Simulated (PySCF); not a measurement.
Partial charges of `N#C[C@@H]1C[C@@H]2CC[C@H]1C2`

C8H11N.
Structure used (GFN2-xTB), in Å, numbered top down from 1:
```
atom  x, y, z in Å
N1    -2.0730    2.5080   -0.9245
C2    -1.7701    1.4703   -0.5501
C3    -1.3903    0.1716   -0.0638
C4    -0.6761    0.2390    1.3118
C5     0.6519   -0.4783    1.0456
C6     1.5321    0.4386    0.1891
C7     0.8322    0.4098   -1.1855
C8    -0.3499   -0.5392   -0.9561
C9     0.2396   -1.5454    0.0313
H10   -2.3027   -0.4320   -0.0002
H11   -0.5245    1.2675    1.6400
H12   -1.2598   -0.2770    2.0745
H13    1.1383   -0.8345    1.9525
H14    2.5455    0.0421    0.1230
H15    1.5915    1.4447    0.6022
H16    0.5020    1.3981   -1.5035
H17    1.4926    0.0118   -1.9563
H18   -0.7769   -0.9420   -1.8736
H19   -0.4936   -2.2503    0.4203
H20    1.0860   -2.0921   -0.3798
```

Density: PBE0/pcSseg-1 (PySCF); schemes: Mulliken, IAO, Hirshfeld and ESP-fitted. Isolated species at its GFN2-xTB geometry, gas phase.

Task: Give the atomic charges in each scheme.

Result: In e:

```tsv
atom	environment	Mulliken	IAO	Hirshfeld	ESP-fitted
N1	nitrile nitrogen	-0.254	-0.263	-0.236	-0.439
C2	nitrile carbon	+0.144	+0.140	+0.087	+0.220
C3	sp3 carbon next to a nitrile	-0.278	-0.162	-0.004	+0.126
C4	ring CH2 carbon	-0.053	-0.260	-0.061	-0.321
C5	sp3 carbon at a ring junction	-0.331	-0.107	-0.025	+0.162
C6	ring CH2 carbon	-0.144	-0.271	-0.070	-0.260
C7	ring CH2 carbon	-0.144	-0.275	-0.072	-0.071
C8	sp3 carbon at a ring junction	-0.264	-0.100	-0.019	+0.033
C9	ring CH2 carbon	-0.089	-0.269	-0.073	-0.289
H10	methine hydrogen	+0.164	+0.170	+0.060	+0.066
H11	methylene hydrogen	+0.137	+0.146	+0.044	+0.129
H12	methylene hydrogen	+0.134	+0.143	+0.044	+0.100
H13	methine hydrogen	+0.104	+0.137	+0.042	+0.018
H14	methylene hydrogen	+0.124	+0.136	+0.039	+0.084
H15	methylene hydrogen	+0.124	+0.136	+0.039	+0.095
H16	methylene hydrogen	+0.147	+0.146	+0.035	+0.065
H17	methylene hydrogen	+0.127	+0.140	+0.042	+0.057
H18	methine hydrogen	+0.108	+0.141	+0.044	+0.023
H19	methylene hydrogen	+0.119	+0.132	+0.041	+0.088
H20	methylene hydrogen	+0.125	+0.138	+0.044	+0.115
```

Mean size of the charges over all atoms: IAO 0.171 e, Mulliken 0.156 e, ESP-fitted 0.138 e, Hirshfeld 0.056 e. Each set sums to the total charge, 0, to within 0.001 e. The ESP scheme is a least-squares fit of atom-centred charges to the potential on four shells outside the van der Waals surface, with the total charge fixed. The IAO scheme projects the occupied orbitals on a minimal set of polarised atomic orbitals and counts the electrons in each atom's part of it.

Lowest charge. The schemes don't all agree: Mulliken C5 (-0.331); IAO C7 (-0.275); Hirshfeld N1 (-0.236); ESP-fitted N1 (-0.439).

Highest charge. The schemes don't all agree: Mulliken H10 (+0.164); IAO H10 (+0.170); Hirshfeld C2 (+0.087); ESP-fitted C2 (+0.220).

Task: How many electrons does the IAO scheme count on C3?

Result: Z − q = 6 − (-0.162) = 6.162.

Task: Sum the charges by element, for elements with more than one atom.

Result: 
```csv
element,atoms,Mulliken,IAO,Hirshfeld,ESP-fitted
C,8,-1.159,-1.304,-0.237,-0.400
H,11,+1.413,+1.566,+0.473,+0.839
```
